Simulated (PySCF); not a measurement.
Two species compared at the same levels of theory.

First species: C₃H₁₁PSSi₂.
Cartesian coordinates in Å at the GFN2-xTB level; atoms count from 1:
```xyz
18
C3H11PSSi2 angstrom
Si     1.5181    1.6495    0.2323
Si     0.8145   -0.3979   -0.6575
P      1.7381   -2.2683    0.1886
C     -1.0699   -0.6606   -0.4112
C     -1.8663    0.5290   -0.9428
S     -1.9472    1.2865    0.7207
C     -1.4863   -0.4552    1.0450
H      1.2820    1.7252    1.6759
H      0.8512    2.7778   -0.4146
H      2.9636    1.8030    0.0254
H      0.9915   -0.5358   -2.1188
H      3.0177   -1.9080   -0.1823
H      1.9113   -1.7710    1.4671
H     -1.3957   -1.6210   -0.8208
H     -1.3763    1.1591   -1.6817
H     -2.8722    0.2803   -1.2810
H     -2.3704   -1.0200    1.3409
H     -0.7126   -0.5662    1.8032
```

Second species: C₃H₁₀O₂Si₂.
Geometry (GFN2-xTB, Å), atoms numbered from 1 in this order:
```xyz
17
C3H10O2Si2 angstrom
C     -0.507    1.390    1.562
Si    -0.359    0.187    0.104
C     -2.036   -0.310   -0.626
C      0.771   -1.331    0.495
O      1.900   -1.244   -0.360
Si     1.995    0.004   -1.396
O      0.605    0.818   -1.058
H      0.463    1.697    1.942
H     -1.062    0.939    2.379
H     -1.040    2.285    1.257
H     -1.932   -0.964   -1.486
H     -2.644   -0.818    0.115
H     -2.581    0.572   -0.948
H      1.137   -1.349    1.525
H      0.288   -2.294    0.306
H      1.899   -0.453   -2.771
H      3.098    0.883   -1.049
```

Levels: CAM-B3LYP/def2-SVPD for HOMO energy, LUMO energy, HOMO–LUMO gap and static isotropic polarisability; TDDFT CAM-B3LYP/def2-SVPD for lowest singlet excitation; TDA CAM-B3LYP/def2-SVPD for lowest triplet excitation (Tamm–Dancoff). Geometries: GFN2-xTB. Each species is one conformer at its optimised geometry, gas phase, non-relativistic unless stated. Electronic properties by PySCF.

The conformers computed, where there is a choice (atom-mapped SMILES and torsion angles):
- `[SiH3:1][Si@@H:2]([PH2:3])[CH:4]1[CH2:5][S:6][CH2:7]1`: Si1–Si2–C4–C5 53°, H–P3–Si2–Si1 -61°, H–P3–Si2–Si1 32°

The conformers of `C[Si]1(C)CO[SiH2]O1` aren't listed.

(1) Which has the higher HOMO–LUMO gap?

(2) Which has the higher static isotropic polarisability?

(3) Which has the higher HOMO energy?

(4) Which has the higher S1 energy?

(5) Which of the two has the higher LUMO energy, and by how much?

(6) Which of the two has the higher T1 energy, and by how much?

Answers

(1) The second: 10.23 eV against 8.48 eV, a difference of 1.75 eV.

(2) The first: 135.3 au against 85.9 au, a difference of 49.4 au.

(3) The first: -7.84 eV against -9.26 eV, a difference of 1.42 eV.

(4) The second: 7.31 eV against 4.63 eV, a difference of 2.68 eV.

(5) The second: 0.97 eV against 0.64 eV, a difference of 0.33 eV.

(6) The second: 6.92 eV against 4.17 eV, a difference of 2.75 eV.

On the first: The 8 singlets span 4.63 to 6.73 eV, and their oscillator strengths add up to 0.35. The polarisability is 20.05 Å³ as a volume (1 au = 0.148185 Å³), or 1.54 au for each of the 88 electrons.

On the second: The polarisability is 12.73 Å³ as a volume (1 au = 0.148185 Å³), or 1.19 au for each of the 72 electrons. The principal polarisabilities are 78.4, 85.7 and 93.5 au; their mean is the isotropic value.
